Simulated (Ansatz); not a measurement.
```xyz
4

N     0.0000    0.0000    0.1313
H     1.0107    0.0000   -0.3064
H    -0.5054    0.8753   -0.3064
H    -0.5054   -0.8753   -0.3064
```

Basis set: 6-31G* (spherical functions). Frozen core: 1 orbital. Charge 0, multiplicity 1.

Computed with Ansatz (development build ahead of 0.2.0); each method stands on the lowest determinant of its kind that the runs found. Restricted open shells among the atoms or ions are ROHF, correlated in semicanonical orbitals with singles.

Give the atomization energy at this shape (free ground-state atoms in the same class of orbitals less the molecule, no zero-point energy) of singlet NH3 by RHF-MP2, RHF.

```json
{"method": "RHF-MP2", "atomization energy": "243.69 kcal/mol"}
{"method": "RHF", "atomization energy": "179.56 kcal/mol"}
```

Caution: the shape is not the minimum.
